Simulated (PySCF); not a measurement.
CH6ClFSi2. Atoms are numbered in the order given.

```xyz
11

F      1.7606    -0.6657     0.7625
Si     0.9302    -0.1546    -0.5315
Cl     0.5016     1.8382    -0.2377
C     -0.6372    -1.1261    -0.6575
Si    -1.9345    -0.7760     0.6750
H      1.8270    -0.2681    -1.7067
H     -1.0912    -0.9407    -1.6464
H     -0.3666    -2.1963    -0.6226
H     -2.9877    -1.8349     0.6288
H     -2.5716     0.5506     0.4351
H     -1.2985    -0.7835     2.0252
```
Charge 0, spin multiplicity 1.

The structure is a stationary point at PBE0-D3(BJ)/def2-SVP. The structure was generated by enumeration; whether it is a known compound was not checked. Other conformers were not sampled.

Vertical ionisation energy (IE) and electron affinity (EA) in eV. Rows of orbital energies are one-electron estimates. Where ΔSCF, EOM or ADC give a negative EA the extra electron is unbound and the value depends on the basis.

```tsv
level	IE	EA
−ε(HOMO), −ε(LUMO), ωB97X/def2-TZVP (PySCF)	11.33	-2.37
−ε(HOMO), −ε(LUMO), PBE/def2-TZVP (PySCF)	7.60	0.47
```
